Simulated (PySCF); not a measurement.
Species: C5H12Si.
InChI=1S/C5H12Si/c1-5-3-6(2)4-5/h5-6H,3-4H2,1-2H3/t5-,6+

All values: CAM-B3LYP/def2-SVPD (PySCF, non-relativistic), on one gas-phase PBE0-D3(BJ)/def2-SVP geometry that isn't relaxed in the solvent. The solvent is an IEF-PCM continuum (cavity from Bondi-type radii × 1.2), and excitations are vertical TDDFT with non-equilibrium linear response and a frozen core. The model holds no explicit solvent molecules, cavitation or dispersion.

Gas-phase singlets (H = HOMO, L = LUMO):

```
state  E (eV)  λ (nm)      f             leading configurations
   S1   7.498     165  0.053                            H→L 83%
   S2   7.508     165  0.014               H→L+2 72%, H-1→L 20%
   S3   7.800     159  0.011                          H→L+1 78%
   S4   7.861     158  0.002  H-1→L 58%, H→L+2 13%, H-1→L+1 11%
   S5   8.088     153  0.002             H→L+3 54%, H-1→L+2 19%
```

**Question.** How does the list change in chloroform (ε = 4.711)?

**Answer.** 
```tsv
state	E (eV)	λ (nm)	f	leading configurations	change by rank (eV)
S1	7.490	166	0.020	H→L+2 75%, H-1→L 17%	-0.008
S2	7.508	165	0.075	H→L 83%	0.000
S3	7.804	159	0.017	H→L+1 78%	+0.004
S4	7.872	157	0.003	H-1→L 61%, H→L+2 11%, H-1→L+1 9%	+0.011
S5	8.037	154	0.250	H-1→L+2 67%, H→L+3 16%	-0.051
```

**Question.** How do the frontier levels move from gas to chloroform?

**Answer.** 
```
orbital  gas (eV)  solvent (eV)  change (eV)
 LUMO+2      1.83          1.90        +0.07
 LUMO+1      1.68          1.79        +0.11
   LUMO      1.33          1.46        +0.13
   HOMO     -8.93         -8.84        +0.09
 HOMO-1     -9.27         -9.18        +0.09
 HOMO-2    -10.10        -10.01        +0.09
 HOMO-3    -10.36        -10.27        +0.09
```

The HOMO–LUMO gap goes from 10.27 to 10.30 eV.
